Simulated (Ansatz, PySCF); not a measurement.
Complex: CH3F (SMILES CF) (first 5 atoms) with CH2O (SMILES C=O); geometry from B3LYP-D3(BJ)/def2-TZVP, rigid monomers moved along the line of their centres of mass till F2···C6 is 4.98 Å.
(charge 0, multiplicity 1):
```xyz
9

C     -0.5414    -0.1869    -0.1505
F     -0.4407     1.0388     0.5134
H     -0.5796    -0.9803     0.5948
H     -1.4522    -0.1788    -0.7491
H      0.3335    -0.3031    -0.7900
C     -0.3476    -0.0524     5.3748
O     -0.4302    -1.2490     5.3137
H     -1.2412     0.5954     5.4383
H      0.6269     0.4696     5.3751
```

Counterpoise-corrected where a basis set is named; no monomer relaxation. Rows marked so take none.

Rows in 3-21G, 6-31G* carry no dispersion term and start afresh at each structure (6-31G* with six Cartesian d functions).

Run with Ansatz (a program for electronic structure) with Gaussian orbitals; PySCF for 3-21G rows, 6-31G* rows, the dispersion terms. 

Problem. Give the interaction energy at the level HF/3-21G (no counterpoise).

Solution. -26 meV
